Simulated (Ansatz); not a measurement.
C6H13NO (`CCCCNC(C)=O`), relaxed with RKS PBE-D4/def2-SVP in Ansatz 0.2.0 from a rough embedded geometry. The force threshold is 0.03 eV/Å; the program also tests the step.

The species carries charge 0 and has multiplicity 1.

Start:

```xyz
21

C    -3.347   -0.825   -0.118
C    -1.920   -1.247   -0.449
C    -0.927   -0.114   -0.208
C     0.504   -0.537   -0.543
N     1.452    0.526   -0.302
C     2.363    0.490    0.699
C     3.204    1.748    0.795
O     2.499   -0.465    1.432
H    -3.649    0.019   -0.735
H    -3.423   -0.529    0.926
H    -4.039   -1.644   -0.294
H    -1.866   -1.559   -1.494
H    -1.643   -2.104    0.168
H    -1.204    0.748   -0.820
H    -0.968    0.191    0.840
H     0.567   -0.849   -1.592
H     0.810   -1.371    0.093
H     1.356    1.366   -0.851
H     3.778    1.881   -0.120
H     2.566    2.618    0.940
H     3.887    1.658    1.635
```

Task: How much energy does the relaxation release, and in how many steps? (Estimate.)

Result: Computed: 0.14 eV, in 4 steps.

Task: Which bonds change most? (Estimate.)

Result: Ansatz gave: N5–C6 from 1.354 to 1.377 Å; C1–H10 from 1.088 to 1.110 Å; C1–H9 from 1.088 to 1.110 Å; C1–H11 from 1.087 to 1.109 Å.

Task: Give the relaxed structure. (Estimate.)

Result: Ansatz gave: 
```xyz
21

C    -3.388   -0.855   -0.121
C    -1.947   -1.248   -0.449
C    -0.938   -0.120   -0.211
C     0.503   -0.520   -0.549
N     1.465    0.542   -0.325
C     2.384    0.508    0.700
C     3.255    1.756    0.806
O     2.499   -0.452    1.458
H    -3.723    0.004   -0.740
H    -3.491   -0.553    0.942
H    -4.093   -1.691   -0.301
H    -1.881   -1.580   -1.510
H    -1.651   -2.132    0.159
H    -1.230    0.769   -0.816
H    -0.978    0.205    0.852
H     0.562   -0.869   -1.605
H     0.831   -1.360    0.097
H     1.388    1.390   -0.889
H     3.864    1.894   -0.112
H     2.638    2.669    0.941
H     3.930    1.643    1.672
```
